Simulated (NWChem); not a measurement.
System: ZrOClF; SMILES [O]=[Zr]([F])[Cl]

def2 effective core potentials on Zr; no spin-orbit coupling.

### Question
Give the equilibrium geometry at PBE0/def2-SVP with def2 effective core potentials on Zr (NWChem) as a Z-matrix, with the point group.

### Answer
point group C1; any orientation.
```
Zr
O 1 1.7303
F 1 1.9239 2 111.52
Cl 1 2.3909 2 114.47 3 -145.75
```
